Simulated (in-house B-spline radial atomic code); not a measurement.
# PBE excitations of the molybdenum ion Mo⁴⁰⁺

Method: PBE. Computed with an all-electron radial atomic-structure program (B-spline basis): linear response of the closed shell 1s2 with the functional's adiabatic kernel; non-relativistic, point nucleus, no spin-orbit coupling, no double excitations, S, P, D and F terms only.

Without relativity these are model numbers for so heavy an element.

Command:
```bash
python run_td.py task.json out
```
Settings (radii: box in bohr, nucleus in fm):
```
Z                        42
electrons                2
configuration            1s2
hamiltonian              nr
method                   pbe,pbe
box_radius               3.19
intervals                48
```

Cost of the run: 0.1 s on 1 thread of Arm Neoverse N1, with other jobs on the host.

The lowest states, in the order of their Tamm-Dancoff energies; the method's threshold (minus the highest occupied level) is 23025.67 eV. Labels give the largest channel, * marks a mixed state, and oscillator strengths are full-response dipole values. Semilocal kernels can invert the small singlet-triplet splittings of Rydberg terms. Energies in eV:

```tsv
state	full response	Tamm-Dancoff	oscillator strength
1s → 2s 3S	17407.60	17407.62	-
1s → 2s 1S	17455.54	17455.67	-
1s → 2p 3P	17459.36	17459.39	-
1s → 2p 1P	17495.81	17495.85	0.795
1s → 3s 3S	20560.41	20560.42	-
1s → 3s 1S	20572.84	20572.87	-
1s → 3p 3P	20578.01	20578.02	-
1s → 3p 1P	20587.60	20587.61	0.153
1s → 3d 3D	20593.28	20593.28	-
1s → 3d 1D	20593.77	20593.77	-
1s → 4s 3S	21646.03	21646.03	-
1s → 4s 1S	21651.04	21651.06	-
1s → 4p 3P	?	?	-
1s → 4p 1P	21657.36	21657.37	0.0565
1s → 4d 3D	21659.34	21659.34	-
1s → 4d 1D	?	?	-
```

Question: Where does 1s → 4d 1D lie?

Answer: At 21659.60 eV in full response, 21659.60 eV in Tamm-Dancoff.

Question: Where does 1s → 4p 3P lie?

Answer: At 21653.46 eV in full response, 21653.46 eV in Tamm-Dancoff.

Question: How large is the singlet-triplet splitting of 1s → 2s (S terms) in Tamm-Dancoff?

Answer: 48.1 eV, from the unrounded values.

Question: What polarisabilities and dispersion coefficient does the method give?

Answer: Dipole 3.007e-06 bohr³, quadrupole 5.896e-09 bohr⁵, C6 5.006e-09 hartree·bohr⁶ for two such species.
